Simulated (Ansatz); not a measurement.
A run for Ansatz (a quantum-chemistry and plane-wave program): R-PBE/def2-TZVPPD on C2H9NS (a complex), monomers drawn apart or pushed together. Files ending in .json are basis or fitting sets from the Basis Set Exchange.

Ansatz 0.2 input:
```yaml
crystal:
  periodic: [false, false, false]
  atoms:
    - {symbol: C, position_ang: [0.41789694, 0.39042539, 0.46302077]}
    - {symbol: N, position_ang: [-0.36244509, -0.81726267, 0.73830265]}
    - {symbol: H, position_ang: [1.42490951, 0.26215137, 0.86160730]}
    - {symbol: H, position_ang: [-0.03481555, 1.23311760, 0.98713314]}
    - {symbol: H, position_ang: [0.50299301, 0.64915419, -0.59933612]}
    - {symbol: H, position_ang: [0.06952974, -1.63557122, 0.32693966]}
    - {symbol: H, position_ang: [-1.29529510, -0.74310501, 0.35045212]}
    - {symbol: C, position_ang: [1.13476965, 0.18314878, 6.00759297]}
    - {symbol: S, position_ang: [-0.67266033, 0.00084457, 5.85377507]}
    - {symbol: H, position_ang: [1.52284359, 0.90132420, 5.28733811]}
    - {symbol: H, position_ang: [1.33173117, 0.55431325, 7.01189307]}
    - {symbol: H, position_ang: [1.63753731, -0.77434704, 5.88450663]}
    - {symbol: H, position_ang: [-0.66611241, -0.49384814, 4.59252087]}
basis:
  gaussian:
    orbitals: def2-TZVPPD.json
hamiltonian:
  xc: {name: PBE}
scf: {lower_state_search: off}
```

The log:

```
WARN ansatz: RAYON_NUM_THREADS=1 ignored (pool sized by the plan → 1); use --threads N
Functional definition: PBE
these checks for a lower state are left out or cut short: stability, starts, cluster_reference, orbital_swaps, neighbouring_geometries, increment
integrals: 0.24 GiB planned
1376 factors; their error is unknown
mean field: 1.66 GiB planned
mean field evaluation 1: about -14521.2653 eV, gradient 8.8e1 eV
mean field evaluation 2: about -14456.0691 eV, gradient 1.6e2 eV
mean field evaluation 4: about -14537.6995 eV, gradient 1.5e1 eV
mean field evaluation 8: about -14538.1845 eV, gradient 1.2e-1 eV
mean field evaluation 16: about -14538.1362 eV, gradient 1.4e-3 eV
mean field -14538.13621208 eV, -534.2666514913 hartree, gradient 4.9e-6 eV, S^2 0.000000; 0 other end points of the search recorded, 0 dependent functions left out
reference -14538.13628263 eV, -534.2666540838 hartree; 22, 22 occupied and 293, 293 virtual orbitals, 1376 factors
Total energy: -14538.13628263 eV, -534.2666540838 hartree
Checks for a lower state left out: stability, starts, cluster_reference, orbital_swaps, neighbouring_geometries, increment
```

Self-consistency was reached.

Cost: about 4 core-seconds (a rough figure).
